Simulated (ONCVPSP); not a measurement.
**Scattering properties, ONCV potential for cadmium (Cd)**

ONCVPSP 4.0.1 input, shortened (lines: element, Z, core and valence counts, functional; n l f; lmax; l rc ep ncon nbas qcut; lloc lpopt rc5 dvloc0; l nproj debl; icmod fcfact rcfact), PBE, non-relativistic:

```
  Cd 48.00    6    5        4      upf
    1    0    2.00
    2    0    2.00
    2    1    6.00
    3    0    2.00
    3    1    6.00
    3    2   10.00
    4    0    2.00
    4    1    6.00
    4    2   10.00
    5    0    1.00
    5    1    1.00
    2
    0    1.25    0.00    4    8    9.40
    1    1.85    0.00    4    7    8.80
    2    1.25    0.00    3    6    6.40
    4    5    0.80    6.00
    0    3    1.40
    1    2    0.60
    2    2    3.20
    2    0.50    1.00
```

The phase is arctan(r·R′/R) of the radial function R(r), unwrapped; energies in Ha, scanned from -5 to 5 Ha. A pole is an energy at which the radial function vanishes at the test radius. The pseudo phase is shifted by a multiple of π to meet the all-electron one at the reference energy, and phase errors are pseudo minus all-electron; the curves can meet again beyond the range given. Levels narrower than the energy grid can be missing from the lists of poles.

```json
{"channel": "s", "radius (bohr)": "1.27", "reference energy (Ha)": "-0.23", "poles, all-electron": "-2.14", "poles, pseudo": "-2.14", "unbroken range about the reference energy with phases within 0.05 rad": "the whole range", "phase error 1 Ha above the reference energy (rad)": "+0.000"}
{"channel": "p", "radius (bohr)": "1.88", "reference energy (Ha)": "-0.08", "poles, all-electron": "-2.31, 4.37", "poles, pseudo": "-2.31, 4.30", "unbroken range about the reference energy with phases within 0.05 rad": "the whole range", "phase error 1 Ha above the reference energy (rad)": "-0.001"}
{"channel": "d", "radius (bohr)": "1.27", "reference energy (Ha)": "-0.53", "poles, all-electron": "1.99", "poles, pseudo": "2.00", "unbroken range about the reference energy with phases within 0.05 rad": "the whole range", "phase error 1 Ha above the reference energy (rad)": "-0.000"}
```

Phases in the p channel:

| E (Ha) | all-electron | pseudo |
| --- | --- | --- |
| -4.96 | 1.337 | 1.337 |
| -4.48 | 1.314 | 1.314 |
| -4.00 | 1.280 | 1.280 |
| -3.52 | 1.221 | 1.221 |
| -3.04 | 1.057 | 1.057 |
| -2.56 | -1.015 | -1.015 |
| -2.08 | -1.700 | -1.700 |
| -1.60 | -1.828 | -1.828 |
| -1.12 | -1.929 | -1.929 |
| -0.64 | -2.062 | -2.062 |
| -0.16 | -2.294 | -2.294 |
| 0.32 | -2.789 | -2.789 |
| 0.80 | -3.591 | -3.592 |
| 1.28 | -4.119 | -4.120 |
| 1.76 | -4.360 | -4.361 |
| 2.24 | -4.487 | -4.489 |
| 2.72 | -4.566 | -4.568 |
| 3.20 | -4.621 | -4.623 |
| 3.68 | -4.663 | -4.666 |
| 4.16 | -4.698 | -4.702 |
| 4.64 | -4.730 | -4.736 |
